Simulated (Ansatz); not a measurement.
Reaction (ligand exchange at the Si–C bond): `O[SiH](O)[CH2][GeH3]` + `O[SiH](O)F` → `O[SiH](O)O[SiH](O)F` + `[CH3][GeH3]`

Gas-phase electronic energies from Ansatz, PBE0-D4/def2-TZVP geometries. CBS: MP2 limit from def2 TZ/QZ plus the TZ coupled-cluster correction, frozen cores. This one scheme is used for every species. Functionals use def2-TZVPP. B3LYP here is the variant with VWN-RPA as its local correlation; programs differ in this. For Ge outer-core shells are correlated without core-valence functions, which leaves a few kJ/mol of doubt a bond. Scalar relativity is left out up to krypton. Each species was taken in one conformer, which may not be the lowest.

`O[SiH](O)[CH2][GeH3]`:

Z-matrix (Å, degrees):
```
Si
O 1 1.645
C 1 1.850 2 113.7
O 1 1.647 2 112.1 3 -118.6
H 1 1.483 2 103.3 3 121.8
H 2 0.958 1 117.7 3 54.2
Ge 3 1.963 1 113.5 2 -177.4
H 3 1.094 1 109.2 2 61.3
H 3 1.095 1 110.4 2 -56.6
H 4 0.958 1 117.5 2 -60.4
H 7 1.540 3 109.8 1 -163.5
H 7 1.539 3 110.1 1 -44.2
H 7 1.535 3 110.3 1 76.3
```

`O[SiH](O)F`:

Z-matrix (Å, degrees):
```
Si
O 1 1.619
F 1 1.595 2 111.7
O 1 1.630 2 108.7 3 118.8
H 1 1.469 2 107.5 3 -117.0
H 2 0.959 1 118.7 3 -79.5
H 4 0.958 1 118.6 2 -158.0
```

`O[SiH](O)O[SiH](O)F`:

Cartesian coordinates in Å:
```
O -0.436 2.572 -0.791
Si 0.443 1.212 -0.691
O 1.524 1.375 0.523
O -0.495 -0.103 -0.395
Si -0.667 -1.362 0.603
O -1.002 -2.729 -0.195
F 0.728 -1.498 1.382
H -0.686 3.011 0.024
H 1.062 1.023 -2.012
H 1.813 0.579 0.974
H -1.720 -1.164 1.604
H -0.563 -2.917 -1.025
```

`[CH3][GeH3]`:

Z-matrix (Å, degrees):
```
C
Ge 1 1.953
H 1 1.091 2 110.3
H 1 1.090 2 110.3 3 120.0
H 1 1.090 2 110.3 3 -120.0
H 2 1.539 1 110.4 3 -59.8
H 2 1.539 1 110.4 3 60.2
H 2 1.539 1 110.4 3 -179.8
```

(1) Is it downhill or uphill in electronic energy at CCSD(T)/CBS, and by how much? (An estimate is asked.)

(2) What do these levels give: PBE0-D4, B3LYP-D4, ωB97X-V, PBE0, B3LYP, MP2/def2-TZVPP, SCS-MP2/def2-TZVPP, CCSD/def2-TZVPP, HF/def2-QZVPP, MP2/def2-QZVPP, SCS-MP2/def2-QZVPP, HF/CBS(def2)? (Best estimate.)

Largest T1 diagnostic among the species: 0.012.

Results:

(1) Ansatz gave: Downhill: ΔE = -125.8 kJ/mol.

(2) Ansatz gave: PBE0-D4 -120.5, B3LYP-D4 -131.4, ωB97X-V -126.6, PBE0 -120.8, B3LYP -132.2, MP2/def2-TZVPP -124.9, SCS-MP2/def2-TZVPP -129.0, CCSD/def2-TZVPP -129.4, HF/def2-QZVPP -150.7, MP2/def2-QZVPP -125.4, SCS-MP2/def2-QZVPP -129.5, HF/CBS(def2) -151.1 kJ/mol.

In def2-TZVPP, CCSD(T) changes the Hartree–Fock value by +22.0 kJ/mol (the triples alone add +3.0 kJ/mol) and MP2 by +23.5 kJ/mol. From PBE to PBE0 (25 % exact exchange), in def2-TZVPP and without D4, ΔE moves by −5.3 kJ/mol.
